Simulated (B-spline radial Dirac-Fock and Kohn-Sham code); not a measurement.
**Compton profile of Gd⁶³⁺**

System: Gd⁶³⁺ in the configuration 1s1.

The computed values come from an atomic code on a B-spline grid: the impulse approximation on relativistic Hartree-Fock (Dirac-Fock) wave functions, averaged over the configuration. pz is in atomic units of momentum; subshell profiles are per electron, for a selection of subshells; open shells are spread over both j values by their weights.

| pz | J total | J 1s1/2 |
| --- | --- | --- |
| 0 | 0.01202 | 0.0120 |
| 1.8 | 0.01200 | 0.0120 |
| 2 | 0.01199 | 0.0120 |
| 2.5 | 0.01197 | 0.0120 |
| 3 | 0.01195 | 0.0120 |
| 4 | 0.01190 | 0.0119 |
| 5 | 0.01183 | 0.0118 |
| 7 | 0.01165 | 0.0116 |
| 10 | 0.01128 | 0.0113 |
| 15 | 0.01044 | 0.0104 |
| 20 | 0.009402 | 0.00940 |
| 30 | 0.007126 | 0.00713 |
| 40 | 0.005057 | 0.00506 |
| 60 | 0.002320 | 0.00232 |
| 100 | 0.0005023 | 0.000502 |

J(0) = 0.01202. The 1s1/2 subshell gives the largest part, 100 %.

Mean momentum ⟨p⟩ by subshell (a.u.): 1s1/2 63.4.
